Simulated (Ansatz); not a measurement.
Basis-set series for H$_{6}$NPSSi, SMILES `[SiH3]NPS`. The species carries charge 0 and has multiplicity 1. The structure was optimised at the PBE0-D4/def2-TZVP level. It is one conformer, not always the lowest.

Z-matrix (Å, degrees):
```
Si
N 1 1.738
H 1 1.486 2 113.7
H 1 1.486 2 108.0 3 120.4
H 1 1.484 2 106.9 3 -120.2
P 2 1.697 1 127.5 3 80.4
H 2 1.010 1 117.8 3 -80.6
S 6 2.132 2 107.7 1 -50.0
H 6 1.418 2 97.4 1 43.0
H 8 1.343 6 95.2 2 -101.0
```

| functional | basis | functions | energy (Eh) | HOMO (eV) | LUMO (eV) |
| --- | --- | --- | --- | --- | --- |
| PBE0-D4 | def2-SVP | 98 | -1086.61063 | -6.97 | 0.28 |
| PBE0-D4 | def2-QZVPP | 447 | -1087.08328 | -7.11 | -0.39 |
| ωB97M-V | def2-SVP | 98 | -1086.96244 | -9.05 | 2.21 |
| ωB97M-V | def2-QZVPP | 447 | -1087.43574 | -9.22 | 1.09 |

(1) Give the rows for def2-TZVPP. (Best estimate.)

## Answers

(1) Ansatz gave: 
```json
{"functional": "PBE0-D4", "basis": "def2-TZVPP", "functions": "241", "energy (Eh)": "-1087.04624", "HOMO (eV)": "-7.07", "LUMO (eV)": "-0.23"}
{"functional": "ωB97M-V", "basis": "def2-TZVPP", "functions": "241", "energy (Eh)": "-1087.40085", "HOMO (eV)": "-9.19", "LUMO (eV)": "1.47"}
```

Positive LUMOs are unbound and depend on the basis.
